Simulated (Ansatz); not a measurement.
Z-matrix (Å, degrees):
```
C
O 1 1.416
H 1 1.091 2 107.4
H 1 1.094 2 111.2 3 118.9
H 1 1.095 2 112.1 3 -119.2
Ge 2 1.752 1 120.9 3 171.2
S 6 2.196 2 110.0 1 -55.2
F 6 1.744 2 108.8 1 60.4
H 6 1.529 2 107.5 1 175.1
C 7 1.819 6 98.9 2 160.9
H 10 1.090 7 111.4 6 67.6
H 10 1.090 7 106.0 6 -174.2
H 10 1.088 7 110.8 6 -55.7
```

The species carries charge 0 and has multiplicity 1.

(1) List the r2SCAN/def2-TZVPP orbital energies in eV (Ansatz). (Estimate.)

Answers

(1) The calculation gave: Occupied: -10835.45, -2409.31, -1350.42, -1200.48, -1200.47, -1200.45, -665.48, -516.04, -274.32, -274.15, -213.72, -168.74, -157.80, -157.72, -157.57, -118.47, -118.43, -118.37, -32.26, -31.86, -31.69, -31.65, -31.65, -29.69, -26.40, -20.53, -17.79, -16.79, -14.04, -11.96, -11.60, -11.53, -11.21, -11.16, -10.35, -10.08, -9.78, -9.35, -8.21, -7.62, -7.08, -6.30. Lowest empty: -0.85, -0.34, 0.41, 0.96, 1.63, 2.24, 2.48, 2.86.
